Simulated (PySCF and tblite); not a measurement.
Values are calculated unless marked as measured or tabulated.
C₃H₇Br, numbered as in [CH3:1][CH2:2][CH2:3][Br:4]. Conformer-averaged GIAO shifts at 298.15 K against TMS at the same level, unscaled (PySCF, tblite), from 2 protocols:

A: shieldings PBE0/pcSseg-1 (IEF-PCM, chloroform); weights PBE0-D3(BJ)/pcSseg-1 (IEF-PCM, chloroform) // GFN2-xTB; 2 conformers.
B: shieldings PBE0/pcSseg-2; weights PBE0-D3(BJ)/def2-TZVP // PBE0-D3(BJ)/def2-SVP; 2 conformers.

| signal | measured (ppm) | A | B |
| --- | --- | --- | --- |
| H1 | 1.06 | 1.16 | 1.07 |
| H2 | 1.89 | 1.84 | 1.76 |
| H3 | 3.35 | 3.75 | 3.37 |
| C1 | 13 | 14.9 | 14.2 |
| C2 | 26.4 | 32.0 | 31.2 |
| C3 | 35.6 | 51.2 | 47.4 |

Measured: Pretsch, Buehlmann, Badertscher, Structure Determination of Organic Compounds, 4th ed. (2009); solvent: not stated per compound (mostly CDCl3 or CCl4).

Problem. Which protocol comes closest to experiment?

Solution. For ¹³C protocol B has the smallest mean absolute error. For ¹H protocol B has the smallest mean absolute error.
| nucleus | ppm | A | B |
| --- | --- | --- | --- |
| ¹³C | mean absolute error | 7.7 | 5.9 |
| ¹³C | scatter about the mean error | 5.8 | 4.4 |
| ¹H | mean absolute error | 0.18 | 0.05 |
| ¹H | scatter about the mean error | 0.19 | 0.07 |

For scale, the study of CCCBr took 25 s on 1 thread of Arm Neoverse V1, shared host (rough), launched as `OMP_NUM_THREADS=1 python ens_run.py task.json out`.
